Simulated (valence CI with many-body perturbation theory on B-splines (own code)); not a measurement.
Results of a calculation; reference values are marked as such.
## Energy levels of Si X

Level of theory: relativistic CI+MBPT: three valence electrons over a frozen Dirac-Fock core [He], radial functions for each j: 11 s, 11 p, 10 d, 8 f, 5 g, 2 h, with the one-electron correlation potential Σ1, the two-electron term Σ2, the three-electron term Σ3, Breit, model QED; selected CI, second order for the rest, scaled by the run's own slope (own B-spline code, finite nucleus).

No measured spectrum was set against this ion. As an estimate, levels of excited configurations hold to 0.05 to 0.15 % of their energy, terms of the ground configuration to about 0.5 %.

Levels 136 to 180 of 196, with energies above the lowest level, 2s2 2p 2P°_1/2. "Leading %" is the weight of the configuration and term that name the level; weights of strongly mixed levels are sums over their largest components and can fall short.

```tsv
No.	Configuration	Term	J	E (cm⁻¹)	Leading %	Second component	g
136	2s 2p 4s	2P°	1/2	2658500	97		0.680
137	2s 2p 4s	2P°	3/2	2663500	96		1.339
138	2s 2p 4p	4D	1/2	2675000	86	13 % 2s 2p 4p 2P	0.098
139	2s 2p 4p	4D	3/2	2676500	93	4 % 2s 2p 4p 2P	1.213
140	2s 2p 4p	4D	5/2	2678800	95		1.378
141	2s 2p 4p	2P	1/2	2679600	84	13 % 2s 2p 4p 4D	0.619
142	2s 2p 4p	2P	3/2	2680100	65	20 % 2s 2p 4p 4S	1.489
143	2s 2p 4p	4D	7/2	2682600	99		1.429
144	2s 2p 4p	4S	3/2	2684100	52	25 % 2s 2p 4p 2P	1.738
145	2s 2p 4p	4P	1/2	2685000	97		2.624
146	2s 2p 4p	4P	3/2	2688300	70	28 % 2s 2p 4p 4S	1.794
147	2s 2p 4p	4P	5/2	2689000	93		1.583
148	2s 2p 4p	2D	3/2	2691500	93	4 % 2s 2p 4p 2P	0.833
149	2s 2p 4p	2D	5/2	2695400	96		1.210
150	2s 2p 4d	4F°	3/2	2699800	95		0.424
151	2s 2p 4d	4F°	5/2	2701000	93	5 % 2s 2p 4d 4D°	1.047
152	2s 2p 4d	4F°	7/2	2702900	92	7 % 2s 2p 4d 4D°	1.251
153	2s 2p 4p	2S	1/2	2703000	96		1.992
154	2s 2p 4d	4F°	9/2	2706200	100		1.334
155	2s 2p 4d	4D°	5/2	2707500	42	38 % 2s 2p 4d 4P°	1.424
156	2s 2p 4d	4D°	3/2	2707800	74	17 % 2s 2p 4d 4P°	1.252
157	2s 2p 4d	4D°	1/2	2708000	94	4 % 2s 2p 4d 4P°	0.117
158	2s 2p 4d	2D°	3/2	2710200	86	6 % 2s 2p 4d 4D°	0.832
159	2s 2p 4d	4D°	7/2	2711300	92	7 % 2s 2p 4d 4F°	1.414
160	2s 2p 4d	2D°	5/2	2711500	69	25 % 2s 2p 4d 4D°	1.228
161	2s 2p 4d	4P°	5/2	2713400	60	27 % 2s 2p 4d 4D°	1.485
162	2s 2p 4d	4P°	3/2	2714100	82	17 % 2s 2p 4d 4D°	1.637
163	2s 2p 4d	4P°	1/2	2714600	95	4 % 2s 2p 4d 4D°	2.553
164	2s 2p 4f	4G	5/2	2719000	47	41 % 2s 2p 4f 4F	0.817
165	2s 2p 4f	4F	7/2	2719200	52	28 % 2s 2p 4f 4G	1.154
166	2s 2p 4f	4F	3/2	2720400	92	4 % 2s 2p 4f 4D	0.447
167	2s 2p 4f	4F	9/2	2720700	61	31 % 2s 2p 4f 4G	1.268
168	2s 2p 4f	4F	5/2	2721200	37	36 % 2s 2p 4f 2F	0.919
169	2s 2p 4f	2F	7/2	2721700	52	24 % 2s 2p 4f 4G	1.075
170	2s 2p 4d	2F°	5/2	2721900	94	4 % 2s 2p 4d 2D°	0.873
171	2s 2p 4f	2G	7/2	2723100	36	25 % 2s 2p 4f 4G	1.077
172	2s 2p 4f	2F	5/2	2723200	42	34 % 2s 2p 4f 4G	0.830
173	2s 2p 4d	2F°	7/2	2725600	98		1.144
174	2s 2p 4f	4G	9/2	2725700	61	36 % 2s 2p 4f 4F	1.230
175	2s 2p 4d	2P°	3/2	2726000	95		1.321
176	2s 2p 4f	2G	7/2	2726500	24	22 % 2s 2p 4f 4G	1.109
177	2s 2p 4f	4G	11/2	2726700	100		1.273
178	2s 2p 4f	4D	7/2	2727700	52	24 % 2s 2p 4f 2F	1.267
179	2s 2p 4f	4D	5/2	2728100	66	16 % 2s 2p 4f 4F	1.272
180	2s 2p 4d	2P°	1/2	2728300	98		0.664
```

Names give the largest LS component (configuration and term), which can be under half, so a name can repeat, a term be missing and a line seem to break the LS rules; names also repeat where a configuration has a term twice.

Where two levels of one J and parity lie close, their mixing, g and order are uncertain.
